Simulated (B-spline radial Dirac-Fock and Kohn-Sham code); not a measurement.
Isotope-shift constants of the inner levels of Rh

System: neutral rhodium, configuration 1s2 2s2 2p6 3s2 3p6 3d10 4s2 4p6 4d8 5s1.

Calculated with a radial B-spline solver, using first-order field-shift and mass-shift constants from Dirac-Fock ground and hole states with a Fermi nucleus; the mass shift has no relativistic recoil terms. A binding energy shifts by δE = F·δ⟨r²⟩ + (K_N + K_S)·δ(1/M); F is taken for a change of radius at fixed skin thickness and so holds the higher radial moments.

| level | F (meV/fm²) | K_N (meV u) | K_S (meV u) |
| --- | --- | --- | --- |
| K (1s) | -45.93 | -12780 | 5918 |
| L1 (2s) | -5.120 | -1884 | -165.3 |
| L2 (2p1/2) | 0.2557 | -1735 | 2316 |
| L3 (2p3/2) | 0.3308 | -1656 | 2104 |
| M1 (3s) | -0.9461 | -351.2 | -161.2 |
| M2 (3p1/2) | 0.06085 | -292.8 | 263.8 |
| M3 (3p3/2) | 0.07635 | -278.8 | 209.5 |
| M4 (3d3/2) | 0.06530 | -176.2 | 226.6 |
| M5 (3d5/2) | 0.06413 | -173.1 | 220.7 |
